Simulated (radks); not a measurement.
Ag3+, configuration [Kr] 4d7.5 5p0.5 (fractional occupations, a model configuration).

Calculated with a radial shooting solver on a logarithmic mesh with Libxc functionals: scalar-relativistic Kohn-Sham, BLYP, spin-polarised, spherical densities, finite nucleus; open shells are filled with parallel spins first (spin-orbit coupling, left out, can overturn this in heavy ions); Fermi nuclear charge, rms radius 4.5454 fm.

Energy parts (eV):
| part | energy |
|---|---|
| total | -144594.768 |
| kinetic | 150223.859 |
| electron-nucleus | -347647.696 |
| Hartree | 56863.917 |
| exchange-correlation | -4034.848 |

Orbitals (lengths in bohr, moments of r in powers of bohr; <r^-3> diverges for s and p1/2):
[
 {"orbital": "1s up", "occ.": "1", "eigenvalue (eV)": "-25376.52", "<r^-3>": "-", "<1/r>": "49.43"},
 {"orbital": "1s down", "occ.": "1", "eigenvalue (eV)": "-25376.51", "<r^-3>": "-", "<1/r>": "49.43"},
 {"orbital": "2s up", "occ.": "1", "eigenvalue (eV)": "-3773.688", "<r^-3>": "-", "<1/r>": "11.23"},
 {"orbital": "2s down", "occ.": "1", "eigenvalue (eV)": "-3773.151", "<r^-3>": "-", "<1/r>": "11.23"},
 {"orbital": "2p up", "occ.": "3", "eigenvalue (eV)": "-3389.753", "<r^-3>": "3779", "<1/r>": "10.85"},
 {"orbital": "2p down", "occ.": "3", "eigenvalue (eV)": "-3389.336", "<r^-3>": "3780", "<1/r>": "10.85"},
 {"orbital": "3s up", "occ.": "1", "eigenvalue (eV)": "-726.7487", "<r^-3>": "-", "<1/r>": "3.944"},
 {"orbital": "3s down", "occ.": "1", "eigenvalue (eV)": "-726.4663", "<r^-3>": "-", "<1/r>": "3.944"},
 {"orbital": "3p up", "occ.": "3", "eigenvalue (eV)": "-600.7052", "<r^-3>": "675.6", "<1/r>": "3.757"},
 {"orbital": "3p down", "occ.": "3", "eigenvalue (eV)": "-600.3837", "<r^-3>": "675.4", "<1/r>": "3.757"},
 {"orbital": "3d up", "occ.": "5", "eigenvalue (eV)": "-401.9071", "<r^-3>": "92.32", "<1/r>": "3.531"},
 {"orbital": "3d down", "occ.": "5", "eigenvalue (eV)": "-401.4177", "<r^-3>": "92.30", "<1/r>": "3.531"},
 {"orbital": "4s up", "occ.": "1", "eigenvalue (eV)": "-137.8069", "<r^-3>": "-", "<1/r>": "1.527"},
 {"orbital": "4s down", "occ.": "1", "eigenvalue (eV)": "-135.6957", "<r^-3>": "-", "<1/r>": "1.530"},
 {"orbital": "4p up", "occ.": "3", "eigenvalue (eV)": "-100.8175", "<r^-3>": "115.5", "<1/r>": "1.381"},
 {"orbital": "4p down", "occ.": "3", "eigenvalue (eV)": "-98.6586", "<r^-3>": "116.0", "<1/r>": "1.383"},
 {"orbital": "4d up", "occ.": "5", "eigenvalue (eV)": "-47.2990", "<r^-3>": "10.44", "<1/r>": "1.079"},
 {"orbital": "4d down", "occ.": "2.5", "eigenvalue (eV)": "-45.2209", "<r^-3>": "10.36", "<1/r>": "1.074"},
 {"orbital": "5p up", "occ.": "0.5", "eigenvalue (eV)": "-25.4483", "<r^-3>": "15.03", "<1/r>": "0.4833"},
 {"orbital": "5p down", "occ.": "0", "eigenvalue (eV)": "-24.6431", "<r^-3>": "14.23", "<1/r>": "0.4734"}
]

The highest occupied level is 5p up at -25.448 eV. The spin density at the nucleus is -2.153 e/bohr^3 (1s -0.111, 2s -1.054, 3s 0.411, 4s -1.399). The electron density at the nucleus is 1.494e+05 e/bohr^3 (large components only).
